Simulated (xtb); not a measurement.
C₂H₁₀ClNSi₂, SMILES C[Si@H](Cl)[C@H](N)[SiH3]. All values are semi-empirical tight-binding results from xtb (GFN2-xTB unless named), good for trends rather than for accurate numbers. Coordinates come from a GFN2-xTB optimisation. The structure was generated by enumeration; whether it is a known compound was not checked. One conformer was computed; it need not be the lowest.

Task: Estimate the properties. (The exact figures need the calculation; the answer reports its results.)

Result: 
```
Item                                            Value
--------------------------------------  -------------
orbital gap                                   4.40 eV
dipole moment                                  1.96 D
zero-point energy                       71.5 kcal/mol
G − E(el) at 298.15 K (modified RRHO)   48.8 kcal/mol
static polarisability (D4 model)          104.8 bohr³
solvation energy, GFN2-xTB/ALPB(water)  -2.2 kcal/mol
solvation energy, GFN2-xTB/ALPB(chcl3)  -6.1 kcal/mol
```
